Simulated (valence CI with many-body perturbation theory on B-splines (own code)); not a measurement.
Values are calculated unless marked as measured or tabulated.
Ag14+: what the settings do

Method: configuration interaction combined with many-body perturbation theory (CI+MBPT): five valence electrons over a frozen Dirac-Fock core [Ar] 3d10, a basis of 6 s, 6 p, 5 d, 3 f, 1 g functions for each j, with the one-electron correlation potential Σ1, the two-electron term Σ2, the three-electron term Σ3, Breit, model QED; selected CI, second order for the rest, scaled by the run's own slope (own B-spline code, finite nucleus).

No measured spectrum was set against this ion. As an estimate, levels hold to about 250 cm⁻¹ or 0.2 % of their energy and the worst to 1 %, as in measured heavy ions of charge 2 to 7; those with d or f electrons hold less well. Among the levels kept, up to 830 cm⁻¹ of a level comes from second order outside the variational space, and about a tenth of that is noise between levels of different J, which matters for small intervals.

The reference run has the lowest level 4s2 4p3 4S°_3/2 and an ionisation energy of 348.844 eV. Its largest variational space holds 10000 state functions.

Names give the largest LS component (configuration and term), which can be under half, so a name can repeat, a term be missing and a line seem to break the LS rules; names also repeat where a configuration has a term twice.

Changed runs:
A. hole-hole ladder in Σ2 on → off
B. correlating orbitals by l 3 3 3 2 1 → 4 4 3 0 0
C. correlating orbitals by l 3 3 3 2 1 → 4 4 0 0 0
D. correlating orbitals by l 3 3 3 2 1 → 2 2 1 1 0; natural orbitals for correlation on → off (bad on purpose)

Excitation energies of the reference run in cm⁻¹, and shifts in cm⁻¹:

```csv
Level,Reference,A,B,C,D
4s2 4p3 2D°_3/2,45287,+7.7,+252,+275,+262
4s2 4p3 2D°_5/2,61608,+18,+479,+528,+494
4s2 4p3 2P°_1/2,87179,+54,+693,+814,+856
4s2 4p3 2P°_3/2,127448,+33,+527,+601,+646
4s 4p4 4P_5/2,327229,-38,-217,-295,-324
4s 4p4 4P_3/2,359073,-39,-218,-299,-318
4s 4p4 4P_1/2,364772,-26,-97,-150,-152
4s 4p4 2D_3/2,404415,+1.2,+242,+285,+248
4s 4p4 2D_5/2,418085,-0.1,+266,+307,+271
4s 4p4 2S_1/2,455467,+49,+633,+778,+798
4s 4p4 2P_3/2,463655,+19,+377,+485,+423
4s2 4p2 4d 4F_3/2,496239,-8.3,+652,+855,+573
Ionisation energy (eV),348.844,-0.017,-0.107,-0.122,-0.101
```
